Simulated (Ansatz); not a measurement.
`C[Se][AsH2]`, relaxed with RKS PBE-D4/def2-SVP in Ansatz from a rough embedded geometry. The force threshold is 0.03 eV/Å; the program also tests the step.

The species carries charge 0 and has multiplicity 1.

Start:

```xyz
8

C     0.890    0.142   -0.949
Se    0.959   -0.076    0.950
As   -1.361    0.466    1.079
H     1.921   -0.071   -1.399
H     0.226   -0.545   -1.455
H     0.641    1.195   -1.236
H    -1.792   -0.973    0.480
H    -1.484   -0.138    2.531
```

| step | energy (eV) | largest force (eV/Å) | largest move (Å) |
| --- | --- | --- | --- |
| 1 | -127272.8134 | 1.702 | 0.000 |
| 2 | -127272.9343 | 0.510 | 0.194 |
| 3 | -127272.9746 | 0.301 | 0.086 |
| 4 | -127272.9822 | 0.064 | 0.032 |
| 5 | -127272.9982 | 0.080 | 0.164 |
| 6 | -127273.0055 | 0.303 | 0.195 |
| 7 | -127273.0159 | 0.277 | 0.107 |
| 8 | -127273.0174 | 0.284 | 0.200 |
| 9 | -127273.0250 | 0.262 | 0.147 |
| 10 | -127273.0253 | 0.281 | 0.009 |
| 11 | -127273.0319 | 0.061 | 0.057 |
| 12 | -127273.0332 | 0.059 | 0.049 |
| 13 | -127273.0337 | 0.014 | 0.025 |

End:

```xyz
8

C     1.034    0.217   -1.076
Se    0.745   -0.562    0.711
As   -1.550    0.123    0.921
H     2.105    0.055   -1.304
H     0.417   -0.295   -1.837
H     0.821    1.302   -1.071
H    -2.124   -1.278    1.229
H    -1.448    0.438    2.427
```

It took 12 s on 4 threads of an Intel Xeon Platinum 8488C on a shared host, with 0.19 GiB of host memory at the peak.
